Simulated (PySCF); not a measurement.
silyloxysilylformaldehyde (CH₆O₂Si₂), SMILES O([SiH2]C=O)[SiH3]. Atoms are numbered in the order given.

```xyz
11

O     -3.1676     0.0464     0.5515
C     -1.9914    -0.0839     0.8068
Si    -0.6788     0.1759    -0.5792
O      0.8231    -0.0705     0.0735
Si     2.4798    -0.1250    -0.0428
H     -1.6585    -0.3563     1.8503
H     -0.9569    -0.7988    -1.6707
H     -0.8188     1.5659    -1.0964
H      3.0301    -0.4906     1.2894
H      2.8882    -1.1450    -1.0509
H      3.0071     1.2077    -0.4544
```

Coordinates come from a B3LYP-D3(BJ)/def2-SVP optimisation. The values are those of a single conformer.

Calculation: PBE0/pcSseg-1 run with PySCF.

GIAO shieldings, no solvent; atoms alike by connectivity are averaged. δ = σ(ref) − σ: ¹⁷O against H2O (σ = 334.2 ppm); ¹³C against TMS (σ = 186.3 ppm); ²⁹Si against TMS (σ = 352.7 ppm); ¹H against TMS (σ = 31.56 ppm), references at their B3LYP-D3(BJ)/def2-TZVP geometries, non-relativistic.

```tsv
nucleus	atoms	count	δ (ppm)
¹⁷O	O1	1	961.1
¹⁷O	O4	1	2.7
¹³C	C2	1	251.0
²⁹Si	Si5	1	-34.0
²⁹Si	Si3	1	-52.2
¹H	H6	1	12.42
¹H	H9, H10, H11	3	5.43
¹H	H7, H8	2	4.92
```
